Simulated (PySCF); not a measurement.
Two-dimensional NMR puzzle

Compound of formula C$_{6}$H$_{8}$NPSi. Correlations simulated from computed shifts and the bond graph:

HSQC (one-bond C–H):
```tsv
δH	δC
8.05	150.7
4.15	38.7
3.37	94.4
```

HMBC (two and three bonds, from the bond graph):
```tsv
δH	δC
8.05	164.7, 133.9, 80.2
4.68	164.7
4.15	164.7, 133.9
3.37	133.9, 80.2
```

Carbons without hydrogens: δ 164.7, 133.9, 80.2.

Theoretical values (PySCF 2.14): structure optimised with GFN2-xTB, shielding tensors at PBE0/pcSseg-1 (GIAO). Fast rotation and ring inversion assumed for equivalent nuclei, in vacuum, relativity neglected, one conformer.

Referencing at the same level of theory: ¹H (σ = 31.72 ppm), ¹³C (σ = 186.93 ppm) against TMS.

Exchangeable hydrogens are left out of these lists.

Q: Work out the connectivity.

A: `C(#C)C1=CP=C([SiH3])N1C`.

Structure with atom numbers: `[CH:1]#[C:2][c:3]1[cH:4][p:5][c:6]([SiH3:7])[n:8]1[CH3:9]` (H(Xn): hydrogen on atom n).

δC 164.7 is C6, a substituted aromatic carbon next to a ring nitrogen. δC 150.7 is C4, an aromatic CH (δH 8.05). δC 133.9 is C3, a substituted aromatic carbon next to a ring nitrogen. δC 94.4 is C1, a terminal alkyne carbon (δH 3.37). δC 80.2 is C2, an alkyne carbon. δC 38.7 is C9, a methyl carbon bonded to N (δH 4.15). HMBC from δH 8.05 reaches the proton-free carbons C6, C3, C2. HMBC from δH 4.68 reaches the proton-free carbon C6. HMBC from δH 4.15 reaches the proton-free carbons C6, C3. HMBC from δH 3.37 reaches the proton-free carbons C3, C2.

This is the structure that produced the data.

Shifts are as computed. Against solution values, carbons near 30 ppm lie about +3 ppm off and those near 130 ppm about +5 ppm. Of 1211 compounds with measured shifts, 218 miss one by over three times the rms of a fit or turn the order of signals round; such compounds aren't used in these exercises.
